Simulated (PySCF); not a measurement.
Compound: C8H7NO.
Numbering: `[CH2:1]=[N:2][c:3]1[cH:4][cH:5][c:6]([CH:7]=[O:8])[cH:9][cH:10]1` (hydrogens: H11, H12 on C1; H13 on C4; H14 on C5; H15 on C7; H16 on C9; H17 on C10)

Level: CAM-B3LYP/def2-SVPD in PySCF, non-relativistic, on one gas-phase PBE0-D3(BJ)/def2-SVP geometry that isn't relaxed in the solvent. The solvent is an IEF-PCM continuum (Bondi radii, 1.10 Å for H, scaled by 1.2), and excitations are vertical TDDFT with non-equilibrium linear response and a frozen core. Only the electrostatic response of the medium enters.

Gas-phase singlets (H = HOMO, L = LUMO):

| state | E (eV) | λ (nm) | f | leading configurations |
| --- | --- | --- | --- | --- |
| S1 | 3.899 | 318 | 0.000 | H-1→L 73%, H-1→L+1 11% |
| S2 | 4.246 | 292 | 0.165 | H→L 64%, H-3→L 9% |
| S3 | 4.859 | 255 | 0.008 | H-2→L 66%, H→L+2 18% |
| S4 | 5.204 | 238 | 0.293 | H→L 30%, H-3→L 23% |
| S5 | 5.962 | 208 | 0.092 | H→L+1 48%, H-3→L 31% |

**Question.** Give the list for dichloromethane (ε = 8.93), n² = 2.03.

**Answer.** 
| state | E (eV) | λ (nm) | f | leading configurations | change by rank (eV) |
| --- | --- | --- | --- | --- | --- |
| S1 | 4.036 | 307 | 0.001 | H-2→L 78% | +0.137 |
| S2 | 4.274 | 290 | 0.294 | H→L 73% | +0.028 |
| S3 | 4.817 | 257 | 0.021 | H-1→L 73%, H→L+1 13% | -0.042 |
| S4 | 5.121 | 242 | 0.301 | H-3→L 27%, H→L 22% | -0.083 |
| S5 | 5.922 | 209 | 0.226 | H→L+1 52%, H-1→L 20% | -0.040 |

**Question.** Give the list for acetone (ε = 20.49), n² = 1.85.

**Answer.** 
| state | E (eV) | λ (nm) | f | leading configurations | change by rank (eV) |
| --- | --- | --- | --- | --- | --- |
| S1 | 4.051 | 306 | 0.001 | H-2→L 79% | +0.152 |
| S2 | 4.292 | 289 | 0.290 | H→L 73% | +0.046 |
| S3 | 4.815 | 258 | 0.021 | H-1→L 73%, H→L+1 14% | -0.044 |
| S4 | 5.132 | 242 | 0.290 | H-3→L 27%, H→L 22% | -0.072 |
| S5 | 5.935 | 209 | 0.213 | H→L+1 53%, H-1→L 19% | -0.027 |

**Question.** The ground-state energy changes by -0.340 eV from gas to acetone. By how much does the total energy of gas-phase S2 change?

**Answer.** E(S2) = E(S0) + excitation energy, so it changes by -0.340 + 0.046 = -0.294 eV: it is lowered less than the ground state, which is what a blue shift means. This is the vertical state, with the slow part of the continuum still set for S0.

**Question.** How do the frontier levels move from gas to acetone?

**Answer.** 
```tsv
orbital	gas (eV)	solvent (eV)	change (eV)
LUMO+2	0.38	0.56	+0.18
LUMO+1	0.25	0.43	+0.18
LUMO	-1.10	-1.03	+0.07
HOMO	-8.31	-8.23	+0.08
HOMO-1	-9.06	-8.97	+0.09
HOMO-2	-9.12	-9.23	-0.11
HOMO-3	-9.94	-9.80	+0.14
```

The HOMO–LUMO gap goes from 7.21 to 7.20 eV. Rows go by rank; for HOMO-2 and HOMO-1 the atom shares or the degeneracy differ between the runs, so the row needn't follow one orbital.

Conformer computed: `[CH2:1]=[N:2][c:3]1[cH:4][cH:5][c:6]([CH:7]=[O:8])[cH:9][cH:10]1`: C1–N2–C3–C4 -48°, C5–C6–C7–O8 0°.
